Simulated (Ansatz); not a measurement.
Reactions of C$_{2}$H$_{5}$NOS, SMILES `N=C(O)CS`.

Calculated with Ansatz (gas phase, PBE0-D4/def2-TZVP geometries, no zero-point term in ΔE). CCSD(T)/CBS is the MP2 limit (def2-TZVPP, def2-QZVPP) plus CCSD(T) − MP2 in def2-TZVPP, frozen cores. This one scheme is used for every species. DFT in def2-TZVPP. def2 core potentials past Kr. For Br, Sn outer-core shells are correlated without core-valence functions, which leaves a few kJ/mol of doubt a bond. Scalar relativity is left out up to krypton. One conformer a species, not always the lowest.

```json
{"reaction": "`N=C(O)CS` + `O[SiH2]O` → `O[SiH2]OCS` + `N=CO`", "PBE0-D4 (eV)": "0.61", "MP2/CBS(def2) (eV)": "0.72", "HF/CBS(def2) (eV)": "0.59", "CCSD(T)/CBS(def2) (eV)": "0.66"}
{"reaction": "`N=C(O)CS` + `CBr` → `N=C(O)CBr` + CH₃SH", "PBE0-D4 (eV)": "0.08", "MP2/CBS(def2) (eV)": "0.05", "HF/CBS(def2) (eV)": "0.08", "CCSD(T)/CBS(def2) (eV)": "0.06"}
{"reaction": "`N=C(O)CS` + `O[SiH2]S` → `SCO[SiH2]S` + `N=CO`", "PBE0-D4 (eV)": "0.67", "MP2/CBS(def2) (eV)": "0.75", "HF/CBS(def2) (eV)": "0.64", "CCSD(T)/CBS(def2) (eV)": "0.70"}
{"reaction": "`N=C(O)CS` + `C=N` → `C=NC(=N)O` + CH₃SH", "PBE0-D4 (eV)": "-0.02", "MP2/CBS(def2) (eV)": "0.06", "HF/CBS(def2) (eV)": "-0.10", "CCSD(T)/CBS(def2) (eV)": "0.04"}
{"reaction": "`N=C(O)CS` + `[SnH4]` → `N=C(O)[CH2][SnH3]` + H₂S", "PBE0-D4 (eV)": "-0.35", "MP2/CBS(def2) (eV)": "-0.50", "HF/CBS(def2) (eV)": "-0.37", "CCSD(T)/CBS(def2) (eV)": "-0.47"}
{"reaction": "`N=C(O)CS` + CH₃OH → `COCC(=N)O` + H₂S", "PBE0-D4 (eV)": "0.20", "MP2/CBS(def2) (eV)": "0.28", "HF/CBS(def2) (eV)": "0.09", "CCSD(T)/CBS(def2) (eV)": "0.21"}
```

Largest T1 diagnostic: 0.015, for `C=NC(=N)O`.
